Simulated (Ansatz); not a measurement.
Computed with Ansatz on PBE0-D4/def2-TZVP structures; ΔE is electronic, products minus reactants. CBS: MP2 limit from def2 TZ/QZ plus the TZ coupled-cluster correction, frozen cores. For Ga outer-core shells are correlated without core-valence functions, which leaves a few kJ/mol of doubt a bond. Scalar relativity is left out up to krypton. Each species was taken in one conformer, which may not be the lowest.

Consider the redistribution: `[F][GaH][O][SiH3]` + `NC(O)S[SiH3]` → `[NH2][GaH][O][SiH3]` + `OC(F)S[SiH3]`.

```tsv
level	ΔE (kJ/mol)
CCSD/def2-TZVPP	51.6
CCSD(T)/def2-TZVPP	51.4
```

Q: What does CCSD(T)/CBS give? (An estimate is asked.)

A: Ansatz gave: +48.3 kJ/mol. The listed levels differ from it by 3.3, 3.1 kJ/mol.

Largest T1 diagnostic among the species: 0.014.
